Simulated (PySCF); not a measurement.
Gas-phase reaction: 2 WO₂F₂ + 2 SF₂ ⇌ 2 WOF₄ + SO₂ + S. Level: PBE0/def2-QZVP†; standard pressure 1 bar.

Method: PySCF energies plus ideal-gas RRHO corrections (1 bar). † marks an energy on the PBE0/def2-TZVP geometry and frequencies. Open shells (unrestricted): S (multiplicity 3, electronic degeneracy 9); the rest are closed-shell singlets. Spin-orbit splitting is ignored; it lowers the true energy and changes the entropy of S. W: scalar-relativistic def2 core potential, no spin-orbit coupling. WO₂F₂: computed as isolated molecules; such fragments, hydroxides, amides, oligomers or adducts are transient or little studied in the gas. The harmonic model lacks anharmonicity and excited electronic states, which grow with temperature; levels with a mode under 35 cm⁻¹ are left out. Soft modes under 120 cm⁻¹ make the harmonic entropy rough for WOF₄.

| T (K) | 1000/T (1/K) | log10 K |
|---|---|---|
| 1200 | 0.8333 | 8.42 |
| 1400 | 0.7143 | 6.92 |
| 1600 | 0.6250 | 5.81 |
| 1800 | 0.5556 | ? |
| 2000 | 0.5000 | 4.27 |
| 2500 | 0.4000 | 3.07 |

Fit log10 K = a + b·(1000/T) to the five rows, get the mean ΔH° and ΔS°, and predict log10 K at 1800 K.

Means: 1000/T = 0.6145, log10 K = 5.698. Sums of products about the means: Sxy = 1.44592, Sxx = 0.117064, so b = Sxy/Sxx = 12.35 and a = 5.698 − (12.35)×0.6145 = -1.89.
ΔH° = −R ln 10 × 1000 K × b = −19.145 × (12.35) = -236 kJ; ΔS° = R ln 10 × a = -36 J/K. The run's own values go from -242 kJ and -41 J/K at 1200 K to -227 kJ and -32 J/K at 2500 K.
Prediction at 1800 K: -1.89 + (12.35)×0.5556 = 4.97. The computed value is 4.95, 0.02 from the line.
For scale, ΔH°(298 K) is -253 kJ at this level, -242 kJ at ωB97M-V/def2-TZVP†, and runs from -731 to -219 kJ over the 18 levels computed.
